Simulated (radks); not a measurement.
Q: All-electron atom: Yb in [Xe] 4f14 6s2. Method: Dirac Kohn-Sham, Slater X-alpha with alpha = 0.898, spin-unpolarised, spherical densities, finite nucleus; Fermi nuclear charge, rms radius 5.3108 fm; computed with a radial shooting solver on a logarithmic mesh with Libxc functionals. Some entries of the table are withheld. Estimate them.

orbital  occ.  eigenvalue (hartree)  <r^2> (bohr^2)  <1/r> (bohr^-1)
1s1/2       2             -2253.992       0.0005292            80.66
2s1/2       2             -382.9395        0.008121            19.50
2p1/2       2             -365.8602        0.005827            19.49
2p3/2       4             -327.0731        0.007034            16.73
3s1/2       2             -86.58572         0.05327            7.160
3p1/2       2             -78.94306         0.04904            7.083
3p3/2       4             -70.67948         0.05575            6.372
3d3/2       4             -57.54105             (1)            6.266
3d5/2       6             -55.72501             (2)            6.093
4s1/2       2             -17.12903          0.2669            2.999
4p1/2       2             -14.00827          0.2770            2.892
4p3/2       4             -12.13102          0.3143            2.644
4d3/2       4              -6.95728          0.3506            2.425
4d5/2       6              -6.61299          0.3653            2.364
5s1/2       2                   (3)           1.618            1.117
5p1/2       2              -1.25344           2.076           0.9806
5p3/2       4              -1.01997           2.455           0.8911
4f5/2       6                   (4)          0.7429            1.798
4f7/2       8                   (5)          0.7892            1.765
6s1/2       2              -0.15933           15.99           0.3363

A: 
(1) 3d3/2 <r^2> (bohr^2): 0.04353
(2) 3d5/2 <r^2> (bohr^2): 0.04539
(3) 5s1/2 eigenvalue (hartree): -2.10952
(4) 4f5/2 eigenvalue (hartree): -0.28392
(5) 4f7/2 eigenvalue (hartree): -0.23215
